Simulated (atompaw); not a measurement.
Si (Z = 14): PAW (atompaw) pseudisation with PBE, scalar-relativistic reference atom.

- Element: Si
- Generator: atompaw 4.2.0.5
- Type: PAW
- Functional: PBE
- Relativity: scalar-relativistic
- Frozen core: [He]
- Valence charge: 12
- Reference configuration: 2s2 2p6 3s1.5 3p2.5
- Partial waves: 2s (bound): rc 0.70 bohr; 3s (bound): rc 0.85 bohr; 2p (bound): rc 0.70 bohr; 3p (bound): rc 0.90 bohr; 3d channel at 0.05 Ry: rc 0.90 bohr
- Local potential: vpsmatchnc scheme with l = 3 at 1 Ry, radius 0.85 bohr
- Core correction: smooth core density matched at 0.65 bohr
- Augmentation charge: gaussian compensation charge, radius 0.85 bohr; PAW radius 0.90 bohr; waves and projectors: custom rrkj gramschmidtortho

All-electron outer shells of the reference configuration (PBE, scalar-relativistic, ld1.x):

| shell | level (eV) | outermost node (bohr) | outermost maximum (bohr) |
| --- | --- | --- | --- |
| 1s | -1786.81 | – | 0.07 |
| 2s | -140.34 | 0.15 | 0.45 |
| 2p | -96.40 | – | 0.39 |
| 3s | -11.20 | 0.72 | 1.77 |
| 3p | -4.38 | 0.72 | 2.14 |

(1) Estimate the cutoffs (Ry, on a coarse ladder) from which the occupation-weighted sum of valence levels, in a spherical-Bessel basis at the reference potential, stays within 10 and 1 mRy of its value at 400 Ry.

(2) Does the potential have ghost states?

(3) Is the overlap operator S = 1 + Σ q|β⟩⟨β| positive definite (Bessel basis up to 400 Ry)?

(4) Which valence shell sets the plane-wave cutoff?

Answers

(1) 200 Ry and 300 Ry.

(2) No extra level below or beside the all-electron valence levels (s, p, d, f tested).

(3) Yes: its lowest eigenvalue is 0.25 (s channel).

(4) 2p: its level needs 230 Ry to come within 1 mRy, against 160 Ry for 3p.
